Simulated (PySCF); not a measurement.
Computed Raman spectrum (relative Raman activity) of a molecule CH5FO2Si2. Coordinates come from a TPSSh-D3(BJ)/def2-SVP optimisation. One conformer was computed; it need not be the lowest. Calculation: TPSSh-D3(BJ)/def2-SVP (PySCF). Frequencies are harmonic and unscaled.

Lines under 2 % of the strongest are left out, and lines within 2 cm⁻¹ are merged.

ν (cm⁻¹): 258 (vw), 462 (w), 473 (vw), 667 (w), 683 (vw), 743 (vw), 764 (vw), 836 (w), 893 (vw), 987 (w), 1188 (vw), 1466 (w), 2244 (vs), 2246 (s), 3035 (s), 3092 (s), 3832 (s) (against the strongest line: vs over 80 %, s over 45 %, m over 15 %, w over 4 %, vw less)

### Question
Identify the compound among the candidates.
A. F[Si@H]1O[C@@H]([SiH3])O1
B. O=CO[SiH2][SiH2]F
C. O[Si@]1(F)CO[SiH2]1
D. F[SiH2][SiH]1OCO1

### Answer
C, O[Si@]1(F)CO[SiH2]1
